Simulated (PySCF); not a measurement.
Series: cyclic III–V and III–VI dimers. All species are isolated molecules in the gas phase. Strings in code marks are SMILES.

Calculation: PBE-D3(BJ)/def2-TZVP // CAM-B3LYP-D3(BJ)/def2-SVP in PySCF 2.14.0. 

```
species                           dipole moment (D)  S1 oscillator strength
--------------------------------  -----------------  ----------------------
`[BH2-]1[OH+][BH2-][OH+]1`                     0.00                       …
`[BH2-]1[SeH+][BH2-][SeH+]1`                   0.03                   0.000
`[AlH2-]1[SH+][AlH2-][SH+]1`                      …                   0.000
`[GaH2-]1[NH2+][GaH2-][NH2+]1`                 0.01                   0.000
`[SeH+]1[GaH2-][SeH+][GaH2-]1`                 0.05                   0.000
`[InH2-]1[SbH2+][InH2-][SbH2+]1`               0.00                   0.000
`[SeH+]1[InH2-][SeH+][InH2-]1`                 1.02                       …
```

Task: Some entries are withheld; supply them.

Result: 
- `[BH2-]1[OH+][BH2-][OH+]1`, S1 oscillator strength: 0.000
- `[AlH2-]1[SH+][AlH2-][SH+]1`, dipole moment (D): 0.01
- `[SeH+]1[InH2-][SeH+][InH2-]1`, S1 oscillator strength: 0.000
